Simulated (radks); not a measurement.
Values are calculated unless marked as measured or tabulated.
Xe IX, configuration [Kr] 4d10 (the NIST ground configuration). Code: a radial shooting solver on a logarithmic mesh with Libxc functionals. Model: Dirac Kohn-Sham, PBEsol, spin-unpolarised, spherical densities, finite nucleus; Fermi nuclear charge, rms radius 4.7859 fm.

Spin-orbit splittings of the eigenvalues, e(l+1/2) - e(l-1/2), with zeta = 2 splitting/(2l+1) and mean radii in bohr:

shell  occ.  splitting (eV)  zeta (eV)  <r> j=l-1/2  <r> j=l+1/2
2p        6           324.5      216.3      0.09622       0.1020
3p        6           61.66      41.11       0.2962       0.3078
3d       10           13.04      5.217       0.2786       0.2823
4p        6               ?          ?       0.7403       0.7669
4d       10           2.092     0.8370       0.8454       0.8547
5p        0           2.710      1.806        1.677        1.723

Estimate the 4p splitting.

Answer. 12.52 eV (zeta = 8.346 eV).
